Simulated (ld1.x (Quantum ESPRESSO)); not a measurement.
## Ca (Z = 20): variants of one TM semilocal potential

Base potential:

ld1.x (Quantum ESPRESSO) 7.5 input, shortened:

```
&input
   title='Ca', zed=20., rel=1, dft='PBESOL', iswitch=3,
   config='[Ar] 3d0 4s2 4p0'
 /
 &inputp
   pseudotype=1, tm=.true., lloc=1,
   nlcc=.false.
 /
3
3S  1  0   2.00   0.00  1.35  1.35  0.0
3D  3  2   0.00   0.00  2.10  2.10  0.0
3P  2  1   6.00   0.00  1.25  1.25  0.0
 &test
   configts(1)='3s2 3p6 3d0 4s2 4p0'
 /
```

Occupied shells without a wave of their own: 4s. They enter only through the test configuration that unscreens the potential.

Cutoffs, loose and tight: the cutoffs (Ry, on a coarse ladder) from which the occupation-weighted sum of valence levels, in a spherical-Bessel basis at the reference potential, stays within 10 and 1 mRy of its value at 400 Ry. They do not see the model core or the augmentation charge, which bear on the density cutoff. Test errors are all-electron minus pseudo excitation energies from the reference, over the configurations 3s2 3p6 3d0 4s1 4p0; 3s2 3p6 3d0 4s0 4p0; 3s2 3p6 3d0 4s1.5 4p0; 3s2 3p6 3d1 4s0 4p0; 3s2 3p6 3d0 4s1 4p1; 3s2 3p6 3d0 4s0 4p1; 3s1 3p6 3d0 4s2 4p0. A dash means not determined; rows that change the core or the reference have their own tests.

A semilocal file is local in each channel, so a ghost entry of none says nothing of the separable form that plane-wave codes build from it.

On the changes marked as counting shells twice: ld1.x takes every shell without a wave as core, so the model core holds the marked electrons as well and exchange and correlation see them twice. This cancels in the reference configuration, but the file is broken for other ones, and its errors say nothing about a proper core correction.

```tsv
change	outcome	cutoff, loose	cutoff, tight	bound ghosts	largest test error (meV)
base	generated	70 Ry	110 Ry	none	-272
all radii scaled by about 0.86 (s 1.16, p 1.08, d 1.80 bohr)	generated	90 Ry	160 Ry	none	-111
reference 3s2 3p6 3d0 4s1.5 4p0.5	generated	70 Ry	110 Ry	none	-209
wave 3s (bound): rc 1.35 bohr becomes 3s (bound): rc 1.40 bohr	generated	70 Ry	110 Ry	none	-320
wave 3p (bound): rc 1.25 bohr becomes 3p (bound): rc 1.18 bohr	generated	70 Ry	120 Ry	none	-272
core correction full core density, not smoothed (it rises at the typed radius of 1.46 bohr, so ld1.x skipped the fit) (4s counted twice)	generated	70 Ry	110 Ry	none	-1118
functional PBE	generated	70 Ry	110 Ry	none	-274
wave 3d (bound): rc 2.10 bohr becomes 3d (bound): rc 2.56 bohr	generated	70 Ry	110 Ry	none	-272
```
